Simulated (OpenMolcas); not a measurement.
## 4d⁶ along the 42-electron sequence

```json
{
  "Program": "OpenMolcas",
  "Method": "SS-CASPT2, IPEA 0.25 Eh, imaginary shift 0.1 Eh",
  "Basis": "ANO-R3",
  "Scalar Hamiltonian": "X2C, finite nucleus",
  "Spin-orbit coupling": "RASSI with atomic mean-field integrals over the reference wave functions, term energies averaged over their components"
}
```

Active space for each ion: 6 electrons in 5 orbitals (4d); closed shells correlated by CASPT2: 4s 4p.

Computed levels in cm-1 above ⁵D₄:

```
                               Level   Ru2+   Rh3+   Ag5+
                                 ⁵D₃   1176   1573   2580
                                 ⁵D₂   1866   2450   3830
                                 ⁵D₁   2320   3040   4780
                                 ⁵D₀   2530   3320   5200
                              ³P₂(1)  15320  17550  21460
                                 ³H₆  15580  17880  22100
                                 ³H₅  15840  18170  22410
                              ³F₃(1)  17380  20050  24950
                              ³F₂(1)  17920  20740  25930
weight of ⁵D in the lowest level (%)     99     98     97
```

Mixed levels, with the weight of the term that names them: Ag5+ ³H₅ (73 %), Ag5+ ³F₃(1) (74 %).

Measured, with the error of the calculation in %. Measured levels: Ru2+ from Moore, Atomic Energy Levels, vol. III, NSRDS-NBS 35 (1971 reprint of NBS Circular 467, 1958); Ag5+ from the list in Gamrath, thesis, University of Mons (2023).

| Level | Ru2+ | Ag5+ |
| --- | --- | --- |
| ⁵D₃ | 1159 (+1.5) | 2692 (-4.3) |
| ⁵D₂ | 1826 (+2.2) | 3953 (-3.1) |
| ⁵D₁ | 2266 (+2.3) | 4941 (-3.3) |
| ⁵D₀ | 2476 (+2.4) | 5380 (-3.3) |
| ³P₂(1) |  | 21042 (+2.0) |
| ³H₆ |  | 21512 (+2.7) |
| ³H₅ |  | 21812 (+2.7) |
| ³F₃(1) |  | 24441 (+2.1) |
| ³F₂(1) |  | 25306 (+2.5) |

The fine-structure level ⁵D₀ changes by a factor of 2.06 from Ru2+ to Ag5+. Its fourth root runs 7.09, 7.59, 8.49, with steps per unit of Z of 0.50, 0.45; equal steps would mean a (Z - σ)^4 law with constant σ.

³P₂(1) changes by a factor of 1.4 over the same range, with steps per unit of Z of +2230, +1960 cm-1.

CASPT2 does not keep the components of a term degenerate, so their means are used; among the terms shown or strongly mixed into the levels shown the widest spread is 130 cm-1 (4d⁶ ³F(1), Ru2+). Levels of configurations with an s electron are missing; early in the row they begin among the upper levels of the d shell and mix with terms of their name (holds for Ru2+). Measured partners are found by configuration, term and J. A level has none where our copy of the source lacks it or the pairing is in doubt (some pairs that miss far off the trend of their configuration count as doubtful), and it then counts in no deviation. Levels of configurations outside the active space are missing.

A number in round brackets counts repeated terms of one configuration in the order of the reference energies.
